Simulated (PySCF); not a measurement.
# Relaxation of triplet Ge(OH)₂

Method: UPBE0/[Ge def2-TZVP, O def2-TZVP, H def2-TZVP], no relativity, density fitting, PySCF. A (50,194) grid was used.

A hand-made linear (heavy-atom frame) start, of C2h symmetry, held to at least that symmetry:

```xyz
5
charge 0 multiplicity 3, angstrom
Ge    0.0000    0.0000    0.0000
O     0.0000    0.0000    1.8400
O     0.0000    0.0000   -1.8400
H    -0.7354    0.0000    2.4571
H     0.7354    0.0000   -2.4571
```

**Question.** What does it relax to?

**Answer.** It ends at C2h with Ge–O 1.845 Å (×2), O–H 0.966 Å (×2); Ge–O–H 108.1° (×2), O–Ge–O 180.0°. A frequency run shows 1 imaginary mode, down to 210i cm⁻¹, so it is a saddle point. Other isomers or separated fragments may lie lower.

**Question.** How much energy is released, and in how many steps?

**Answer.** 30.1 kJ/mol in 6 steps.

At this level a singlet minimum of C2v symmetry lies 339 kJ/mol below this structure.
